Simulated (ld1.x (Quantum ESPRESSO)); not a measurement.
Varying the TM semilocal potential for thallium

Base potential:

* Element: thallium
* Generator: ld1.x (Quantum ESPRESSO) 7.5
* Type: norm-conserving Troullier–Martins (semilocal form)
* Functional: PBE
* Relativity: scalar-relativistic
* Frozen core: [Xe]
* Valence charge: 27
* Reference configuration: 4f14 5d10 6s2 6p1
* Partial waves: 6s (bound): rc 2.25 bohr; 5d (bound): rc 2.05 bohr; 4f (bound): rc 0.85 bohr; 6p (bound): rc 2.35 bohr
* Local potential: the p channel
* Core correction: Bessel-smoothed model core, default radius (core density twice the valence density)

All-electron outer shells of the reference configuration (PBE, scalar-relativistic, ld1.x):

```json
{"shell": "5s", "level (eV)": "-131.00", "outermost node (bohr)": "0.46", "outermost maximum (bohr)": "0.80"}
{"shell": "4f", "level (eV)": "-114.03", "outermost node (bohr)": "–", "outermost maximum (bohr)": "0.36"}
{"shell": "5p", "level (eV)": "-76.10", "outermost node (bohr)": "0.50", "outermost maximum (bohr)": "0.91"}
{"shell": "5d", "level (eV)": "-15.49", "outermost node (bohr)": "0.53", "outermost maximum (bohr)": "1.11"}
{"shell": "6s", "level (eV)": "-9.55", "outermost node (bohr)": "1.04", "outermost maximum (bohr)": "2.08"}
{"shell": "6p", "level (eV)": "-2.37", "outermost node (bohr)": "1.23", "outermost maximum (bohr)": "2.91"}
```

Cutoffs, loose and tight: the cutoffs (Ry, on a coarse ladder) from which the occupation-weighted sum of valence levels, in a spherical-Bessel basis at the reference potential, stays within 10 and 1 mRy of its value at 400 Ry. They do not see the model core or the augmentation charge, which bear on the density cutoff. Test errors are all-electron minus pseudo excitation energies from the reference, over the configurations 4f14 5d10 6s2 6p0; 4f14 5d10 6s1 6p0; 4f14 5d10 6s0 6p0; 4f14 5d9 6s2 6p2; 4f14 5d10 6s2 6p0.5; 4f14 5d10 6s1 6p2; 4f14 5d10 6s1 6p1. A dash means not determined; rows that change the core or the reference have their own tests.

Cutoffs are not given where the Bessel-basis levels miss the radial ones by over 6 mRy, ghosts where they miss by over 20 mRy; a channel whose overlap is not positive is not tested.

A semilocal file is local in each channel, so a ghost entry of none says nothing of the separable form that plane-wave codes build from it.

| change | outcome | bound ghosts | largest test error (meV) |
| --- | --- | --- | --- |
| base | generated | not determined | -88 |
| wave 5d (bound): rc 2.05 bohr becomes 5d (bound): rc 1.32 bohr | generated | not determined | -90 |
| wave 5d (bound): rc 2.05 bohr becomes 5d (bound): rc 1.50 bohr | generated | not determined | -90 |
| wave 5d (bound): rc 2.05 bohr becomes 5d (bound): rc 1.70 bohr | generated | not determined | -89 |
| wave 5d (bound): rc 2.05 bohr becomes 5d (bound): rc 1.94 bohr | generated | not determined | -89 |
| wave 5d (bound): rc 2.05 bohr becomes 5d (bound): rc 2.06 bohr | generated | not determined | -88 |
| wave 5d (bound): rc 2.05 bohr becomes 5d (bound): rc 2.28 bohr | generated | not determined | -88 |
| wave 5d (bound): rc 2.05 bohr becomes 5d (bound): rc 2.50 bohr | generated | not determined | -101 |
| wave 5d (bound): rc 2.05 bohr becomes 5d (bound): rc 2.66 bohr | generated | not determined | -129 |
| wave 5d (bound): rc 2.05 bohr becomes 5d (bound): rc 2.94 bohr | generated | not determined | -198 |
| wave 5d (bound): rc 2.05 bohr becomes 5d (bound): rc 3.08 bohr | generated | not determined | -246 |
